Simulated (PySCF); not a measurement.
# Basis-set dependence of Pb₂⁺ at PBE0

PySCF, UKS reference; quartet, unpaired electrons σ ↑, π ↑↑; De to Pb⁺ + Pb without counterpoise correction.

```json
{"basis": "cc-pVDZ-PP", "relativity": "scalar-relativistic core potentials", "functions": "46", "Re (Å)": "2.930", "ωe (cm⁻¹)": "121", "De (eV)": "2.54"}
{"basis": "def2-SVP", "relativity": "scalar-relativistic core potentials", "functions": "52", "Re (Å)": "2.930", "ωe (cm⁻¹)": "122", "De (eV)": "2.55"}
{"basis": "aug-cc-pVDZ-PP", "relativity": "scalar-relativistic core potentials", "functions": "64", "Re (Å)": "2.931", "ωe (cm⁻¹)": "120", "De (eV)": "2.56"}
```

Q: How does each smaller set differ from the one with most functions, aug-cc-pVDZ-PP?

A: cc-pVDZ-PP: -0.1 pm, +0.8 % in ωe, -0.02 eV in De; def2-SVP: -0.1 pm, +1.7 % in ωe, -0.01 eV in De. All at PBE0; the set with most functions is neither the basis-set limit nor always the best.

Spin–orbit coupling is left out, which matters for elements this heavy, above all for dissociation energies. The state was picked by a PBE0 search and need not be the measured ground state.
